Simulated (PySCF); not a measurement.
YCl₂: one-bond stretch

Method: PySCF, UPBE, basis Y def2-SVP with ECP28, Cl def2-SVP (scalar-relativistic core potentials, no spin–orbit coupling, density fitting).

Rigid scan from the doublet minimum (Y–Cl 2.425 Å (×2); Cl–Y–Cl 124.0°). Coordinate: the bond from Y to the last atom (Cl) scaled, the rest fixed. Energies in kJ/mol from the minimum.

Q: Predict the curve at 0.92, 0.96, 1.00, 1.05, 1.12, 1.20, 1.35, 1.55, 1.80.

A: 
```tsv
scale of one bond	E (kJ/mol)	dipole size (D)	⟨S²⟩
0.92	29.7	2.84	0.75
0.96	6.5	2.94	0.75
1.00	0.0	3.11	0.75
1.05	7.6	3.42	0.75
1.12	35.9	3.95	0.75
1.20	80.5	4.64	0.75
1.35	171.1	5.97	0.75
1.55	275.0	–	0.76
1.80	362.4	–	0.87
```

Open d and f shells are described by one determinant, and the ground state may have another occupation or spin.

Other isomers or separated fragments may lie lower.

The scan took 82 s on 2 threads of a shared Intel Xeon 6975P-C (Granite Rapids) host; the process peaked at 0.65 GiB. Launch command: `OMP_NUM_THREADS=2 python axn.py task.json out`.
